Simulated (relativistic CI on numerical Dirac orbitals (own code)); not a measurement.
# Te IX: q coefficients and field-shift factors

Computed by Dirac-Coulomb-Breit CI, orbitals from a KLI potential per configuration, derivatives by finite differences, unscaled Slater integrals, QED left out (own radial code, finite nucleus).

CI space (outside the closed core [Ar] 3d10): 4s²4p⁶4d⁸, 4s²4p⁵4d⁹, 4s²4p⁶4d⁷4f, 4s²4p⁶4d⁷5s, 4s²4p⁶4d⁷5p, 4s²4p⁴4d¹⁰, 4s²4p⁶4d⁶5s², 4s4p⁶4d⁹. Levels of other configurations are missing.

With x = (α/α₀)² − 1 an excitation energy changes as ω = ω₀ + qx; K = 2q/ω₀ is the relative enhancement. Terms are leading LS components, so labels can repeat. The field-shift factor is F = δν/δ⟨r²⟩ for the transition from the lowest level.

Lowest level 4s²4p⁶4d⁸ ³F4.

| Level | ω₀ (cm⁻¹) | q (cm⁻¹) | K | F (GHz/fm²) |
| --- | --- | --- | --- | --- |
| 4s²4p⁶4d⁸ ³F3 | 10810 | 11150 | 2.06 | 0.146 |
| 4s²4p⁶4d⁸ ³F2 | 11572 | 3711 | 0.641 | 0.0409 |
| 4s²4p⁶4d⁸ ³P2 | 22373 | 10600 | 0.947 | 0.19 |
| 4s²4p⁶4d⁸ ³P0 | 29580 | 6684 | 0.452 | 0.2 |
| 4s²4p⁶4d⁸ ³P1 | 30694 | 11230 | 0.732 | 0.245 |
| 4s²4p⁶4d⁸ ¹D2 | 34398 | 19240 | 1.12 | 0.258 |
| 4s²4p⁶4d⁸ ¹G4 | 38146 | 9624 | 0.505 | 0.237 |
| 4s²4p⁶4d⁸ ¹S0 | 76739 | 15930 | 0.415 | 0.427 |
| 4s²4p⁶4d⁷5s ⁵F5 | 400189 | -44220 | -0.221 | 33.6 |
| 4s²4p⁶4d⁷5s ⁵F4 | 406676 | -38880 | -0.191 | 33.5 |
| 4s²4p⁶4d⁷5s ⁵F3 | 412241 | -32530 | -0.158 | 33.7 |
| 4s²4p⁶4d⁷5s ⁵F2 | 415264 | -30980 | -0.149 | 33.8 |
| 4s²4p⁶4d⁷5s ⁵F1 | 417029 | -30290 | -0.145 | 33.8 |

At this charge configurations can still be misplaced by up to about 7 % of their energy. Terms inside the open d or f shell come out 10 to 20 % too wide with unscaled integrals. Levels and lines within the n = 5 or 6 shells can be off by up to 10 % or somewhat more, and those that change n by about 2 %, since core polarisation is missing.
